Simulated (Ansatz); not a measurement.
Basis-set extrapolation for `CC(C)(C)O[Si](Cl)(Cl)Cl` (PBE0-D4/def2-TZVP geometry, frozen core, the Gaussian-basis code of Ansatz). Multiplicity 1, RHF reference.

```tsv
	def2-TZVPP	def2-QZVPP
HF	-1899.373875	-1899.432066
MP2 correlation	-1.614553	-1.746992
CCSD(T) correlation	-1.773486	not run
```

Energies in hartree. Use E(X) = E(∞) + A·exp(−7.88·√X) for Hartree–Fock and E(X) = E(∞) + B·X^(−2.97) for correlation, with X = 3 and 4, and add CCSD(T) minus MP2 of the smaller set to the MP2 limit.

What is the CCSD(T) energy at the basis-set limit?

HF limit: -1899.432066 + (-0.058191) × 0.13774 = -1899.44008. MP2 limit: -1.746992 + (-0.132439) × 0.74074 = -1.84509. Higher-order term: -1.773486 − (-1.614553) = -0.15893. Total: -1901.44410 hartree, 779.1 kJ/mol below CCSD(T)/def2-TZVPP.
